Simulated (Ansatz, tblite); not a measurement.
Isomers of PtS₂⁻ (doublet), found by a short tight-binding search and relaxed with PBE0-D4/def2-TZVPD in Ansatz.

In the def2 sets Pt takes a core potential; there is no spin–orbit coupling. The xTB rows come from tblite. HSE06 is defined as in plane-wave codes, on full-range PBE exchange.

Run but left out: HF/def2-TZVPPD, PBE-QIDH/def2-TZVPD, MP2/def2-TZVPPD, CCSD/def2-TZVPPD, CCSD(T)/def2-TZVPPD (B: ⟨S²⟩ 1.43 to 1.68, where a pure state has 0.75).

A: At PBE-D4/def2-TZVPD, r2SCAN-D4/def2-TZVPD the charge -1 doublet is spin-contaminated (final ⟨S²⟩ up to 0.94, 0.75 for a pure state). At PBE-D4/def2-TZVPD, r2SCAN-D4/def2-TZVPD, HSE06-D4/def2-TZVPD the highest occupied level of the charge -1 doublet lies above zero (up to 0.68 eV). It is a level of β spin, whose loss leaves a triplet; that state wasn't run at this geometry and level. The electron is either unbound and held by the finite basis, or the level is raised by self-interaction error.

Other spin states were run for one of them alone.

A:

```csv
atom,x (Å),y (Å),z (Å)
Pt1,1.005,0.961,0.226
S2,-1.183,-0.207,0.620
S3,0.179,-0.754,-0.846
```

B:

Cartesian coordinates in Å:
```
Pt -0.2251 0.1323 -0.1837
S 1.3182 1.5692 -0.2086
S -1.0932 -1.7014 0.3923
```

Estimate their order by electronic energy at PBE0-D4/def2-TZVPD, counted from the lowest.

B (0.00) < A (1.38), in eV.

Do the other levels pick the same lowest one?

All that were run do. Energies above each level's lowest (eV):

```
               level     A     B
            GFN1-xTB  0.55  0.00
            GFN2-xTB  0.61  0.00
   PBE-D4/def2-TZVPD  1.70  0.00
r2SCAN-D4/def2-TZVPD  1.73  0.00
  PBE0-D4/def2-TZVPD  1.38  0.00
 HSE06-D4/def2-TZVPD  1.40  0.00
```
Point groups (tolerance 0.1 Å): A Cs, B C2v. Lower isomers may exist.
